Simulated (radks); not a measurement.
Problem. Radial electron density D(r) = 4 pi r^2 rho(r) of an atom or ion with 10 electrons. All-electron calculation, scalar-relativistic Kohn-Sham, PBE, spin-polarised, spherical densities, finite nucleus; Fermi nuclear charge, rms radius of each element as measured or else 0.836 A^(1/3) + 0.57 fm. Program: a radial shooting solver on a logarithmic mesh with Libxc functionals.

```
   r/bohr * D(r) (the largest magnitude, 14.6, reaches the edge; | marks zero)
 0.003852 |*
 0.004343 |*
 0.004858 |*
 0.005477 | *
 0.006176 | *
 0.006908 |  *
 0.007788 |  *
 0.008781 |   *
 0.009822 |    *
  0.01107 |     *
  0.01249 |       *
  0.01397 |        *
  0.01575 |          *
  0.01761 |            *
  0.01986 |               *
  0.02239 |                  *
  0.02504 |                     *
  0.02824 |                         *
  0.03184 |                             *
  0.03561 |                                 *
  0.04015 |                                     *
  0.04527 |                                          *
  0.05063 |                                              *
  0.05709 |                                                 *
  0.06437 |                                                    *
    0.072 |                                                     *
  0.08118 |                                                      *
  0.09153 |                                                     *
   0.1024 |                                                   *
   0.1154 |                                                *
   0.1301 |                                           *
   0.1456 |                                       *
   0.1641 |                                   *
   0.1836 |                                *
    0.207 |                              *
   0.2334 |                              *
    0.261 |                                *
   0.2943 |                                   *
   0.3318 |                                      *
   0.3712 |                                         *
   0.4185 |                                           *
   0.4718 |                                           *
   0.5278 |                                         *
    0.595 |                                    *
   0.6709 |                              *
   0.7504 |                       *
   0.8461 |                *
    0.954 |           *
    1.067 |       *
    1.203 |    *
    1.356 |   *
    1.517 |  *
    1.711 |  *
    1.913 | *
    2.157 | *
    2.432 |*
    2.721 |*
    3.068 *
    3.459 *
    3.869 *
    4.362 *
    4.918 *
    5.501 *
```

What is the nuclear charge?

Solution. Z = 13. The innermost maximum, from 1s, lies near gamma/Z bohr with gamma = sqrt(1 - (Z/c)^2) = 0.995, here 0.0766 bohr (found: 0.0799), and its height grows with Z. The density is that of the aluminium ion Al3+ in [He] 2s2 2p5 3s1; the configuration itself is not fixed sharply by these data, and Z only to about a unit. D(r) has 2 maxima, at r = 0.0799, 0.439 bohr, and minima at 0.219 bohr, inside which lie 2.21 electrons.
